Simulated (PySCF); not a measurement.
## Structure elucidation problem

Molecular formula: C$_{4}$H$_{9}$BN$_{2}$. Simulated spectra:

1H NMR (300 MHz, computed): δ 6.70 (dd, J = 16.5, 9.8 Hz, 1H), 4.29 (br, 1H), 3.92 (d, J = 9.8 Hz, 1H), 3.79 (d, J = 16.5 Hz, 1H), 3.53 (m, 2H), 3.26 (m, 2H), 2.56 (br s, 1H).

13C{1H} NMR (computed): δ 149.1 (CH), 89.3 (CH2), 46.8 (CH2), 46.6 (CH2).

[PySCF 2.14: structure optimised with PBE0-D3(BJ)/def2-SVP; CAM-B3LYP/pcSseg-1 with gauge-including orbitals; couplings computed with B3LYP/pcJ-1 (spin–dipole term only in couplings to heteroatoms); one averaged value for each set of equivalent atoms; isolated molecule; one computed conformer; no relativistic terms]

Shifts are taken against calculated references (same method and geometry level): 1H (σref 31.33) and 13C (σref 182.45) against TMS.

Question: What is the structure?

Answer: 
- 4 carbon signals for 4 carbons: no two carbons are equivalent.
- Carbon types of the structure: 1 × CH, 3 × CH2, leaving 2 H on heteroatoms.
- δC 149.1: alkene carbon bearing nitrogen; an sp2 carbon further deshielded by the attached heteroatom.
- δC 89.3: β carbon of an enol-ether or enamine type C=C; the O or N lone pair pushes π density onto this β carbon and shields it.
- δC 46.8, 46.6: sp3 CH2 bonded to N; deshielded by the electronegative neighbour.
- δH 6.70: hydrogen on an alkene carbon bearing nitrogen; olefinic region.
- δH 3.92, 3.79: hydrogen on a β carbon of an enol-ether or enamine type C=C; lone-pair donation from O or N shields it, upfield of ordinary alkene protons.
- δH 3.53, 3.26: hydrogen on an sp3 CH2 bonded to N; its carbon carries N, an electronegative neighbour.
- δH 2.56: hydrogen on a nitrogen bonded to C, B, in a 5-membered ring; exchangeable; this is the value without hydrogen bonding to other molecules.
- The protons at 3.79 and 6.70 share a coupling of 16.5 Hz (vicinal, trans across C=C).
- The protons at 3.92 and 6.70 share a coupling of 9.8 Hz (vicinal, cis across C=C).

Structure: `C=CN1BNCC1`.

The shifts were computed for this structure.

Exchangeable OH/NH protons stand at their gas-phase positions; hydrogen bonding in a real sample shifts them, mostly to higher δ. Hydrogens on boron are broadened and split by 11B (spin 3/2, 80 %) and 10B (spin 3). Multiplet labels drop couplings under 1 Hz and merge nearly equal ones. Couplings among chemically equivalent protons are left out too, so labels in AA′BB′ or AA′XX′ sets are apparent multiplicities. Unscaled 3J(H,H) at this level run about 10 % above measured values. Shifts are as computed, not scaled to solution data. Of 1211 compounds with measured shifts, 218 miss one by over three times the rms of a fit or turn the order of signals round; such compounds aren't used in these exercises. Couplings to exchangeable protons are dropped. 3J across rotatable bonds or in flexible rings reflects this conformer alone.
